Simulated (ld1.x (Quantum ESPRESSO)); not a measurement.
**beryllium, TM: configuration errors across variants**

| Item | Value |
| --- | --- |
| Element | Be |
| Generator | ld1.x (Quantum ESPRESSO) 7.5 |
| Type | norm-conserving Troullier–Martins (Kleinman–Bylander form) |
| Functional | LDA (PZ) |
| Relativity | scalar-relativistic |
| Frozen core | [He] |
| Valence charge | 2 |
| Reference configuration | 2s2 2p0 |
| Partial waves | 2s (bound): rc 2.05 bohr; 2p (bound, empty): rc 4.20 bohr; 3d channel at 0.05 Ry: rc 3.90 bohr |
| Local potential | all-electron potential smoothed inside 2.45 bohr (lloc = -1) |
| Core correction | none |

All-electron excitation energies from the reference (eV): (1) 2s1 2p0 9.520; (2) 2s1.5 2p0 3.752; (3) 2s1 2p1 3.519; (4) 2s0 2p2 7.071; (5) 2s0 2p1 13.334; (6) 2s1 2p0 spin 9.044; (7) 2s1.5 2p0 spin 3.671.

Spin tests fill each open shell by Hund’s rule, majority spin first.

Errors AE − PS in meV (a dash: test not solved or not reliable):

| change | (1) | (2) | (3) | (4) | (5) | (6) | (7) | bound ghosts |
| --- | --- | --- | --- | --- | --- | --- | --- | --- |
| base | +19 | +2.8 | -17 | -64 | -150 | +71 | +8.7 | none |
| core correction a·sin(br)/r model core inside 0.90 bohr | +5.8 | +1.1 | -21 | -85 | -193 | +3.5 | +1.0 | none |
| core correction a·sin(br)/r model core inside 1.14 bohr | +7.2 | +1.3 | -20 | -82 | -187 | +10 | +2.1 | none |
| core correction a·sin(br)/r model core inside 1.38 bohr | +11 | +1.8 | -19 | -75 | -174 | +26 | +4.4 | none |
| core correction a·sin(br)/r model core inside 1.60 bohr | +14 | +2.2 | -18 | -69 | -162 | +44 | +6.5 | none |
| core correction a·sin(br)/r model core inside 2.02 bohr | +18 | +2.7 | -17 | -65 | -152 | +65 | +8.3 | none |
| core correction a·sin(br)/r model core inside 2.18 bohr | +18 | +2.7 | -17 | -64 | -151 | +68 | +8.5 | none |
| core correction a·sin(br)/r model core inside 2.48 bohr | +18 | +2.8 | -17 | -64 | -150 | +70 | +8.6 | none |

(1) Give the same row for: core correction a·sin(br)/r model core inside 1.82 bohr.

## Answers

(1) +17, +2.5, -17, -66, -155, +57, +7.7; bound ghosts: none.
